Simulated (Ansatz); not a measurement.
Harmonic frequencies (cm⁻¹) at PBE0-D4/def2-TZVP from Ansatz: 48, 117, 196, 208, 233, 286, 325, 358, 487, 784, 941, 999, 1017, 1062, 1241, 1379, 2576, 2678.

Each molecule was computed in one conformer, which needn't be the lowest.

Task: Which molecule is it?
A. `BO[Si](F)(F)Br`
B. `N=C(S)I`
C. `[CH2]1[SiH2][SnH2]1`
D. `FC1=C[SiH2]O[SiH2]1`

Result: A.
